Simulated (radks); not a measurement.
Values are calculated unless marked as measured or tabulated.
Task: Tm+, configuration [Xe] 4f(up 7, down 6) 6s(up 0.5, down 0.5) (fractional occupations, a model configuration). Level of theory: non-relativistic Kohn-Sham, r2SCAN, spin-polarised, spherical densities, point nucleus; meta-GGA in the generalised Kohn-Sham scheme; relativity is left out, which matters for an element this heavy (a radial shooting solver on a logarithmic mesh with Libxc functionals). Some entries of the table are withheld. Estimate them.

| orbital | occ. | eigenvalue (eV) | <1/r> (bohr^-1) | r(max) (bohr) |
|---|---|---|---|---|
| 1s up | 1 | -55157.67 | 68.45 | 0.01457 |
| 1s down | 1 | -55157.66 | 68.45 | 0.01457 |
| 2s up | 1 | -8946.043 | 16.00 | 0.07955 |
| 2s down | 1 | -8946.035 | 16.00 | 0.07955 |
| 2p up | 3 | -8540.507 | 16.02 | 0.06188 |
| 2p down | 3 | -8540.499 | 16.02 | 0.06188 |
| 3s up | 1 | -2006.350 | 6.110 | 0.2197 |
| 3s down | 1 | -2005.611 | 6.112 | 0.2197 |
| 3p up | 3 | -1822.008 | 6.046 | 0.2076 |
| 3p down | 3 | -1821.337 | 6.048 | 0.2076 |
| 3d up | 5 | -1479.374 | 5.950 | 0.1650 |
| 3d down | 5 | -1478.894 | 5.951 | 0.1650 |
| 4s up | 1 | -393.2700 | 2.605 | 0.4986 |
| 4s down | 1 | -392.0783 | 2.605 | 0.4986 |
| 4p up | 3 | -318.0962 | 2.507 | 0.5018 |
| 4p down | 3 | -316.8989 | 2.506 | 0.5018 |
| 4d up | 5 | -183.0268 | 2.297 | 0.5038 |
| 4d down | 5 | -181.8249 | 2.296 | 0.5039 |
| 5s up | 1 | -52.9081 | (1) | 1.186 |
| 5s down | 1 | -52.5011 | (2) | 1.189 |
| 5p up | 3 | -33.1728 | 0.8534 | 1.300 |
| 5p down | 3 | -32.8780 | 0.8490 | 1.304 |
| 4f up | 7 | -14.3755 | 1.751 | 0.4894 |
| 4f down | 6 | -13.2958 | 1.741 | 0.4899 |
| 6s up | 0.5 | -8.3823 | 0.3125 | 3.492 |
| 6s down | 0.5 | -8.3425 | 0.3112 | 3.507 |

Result: 
(1) 5s up <1/r> (bohr^-1): 0.9730
(2) 5s down <1/r> (bohr^-1): 0.9687
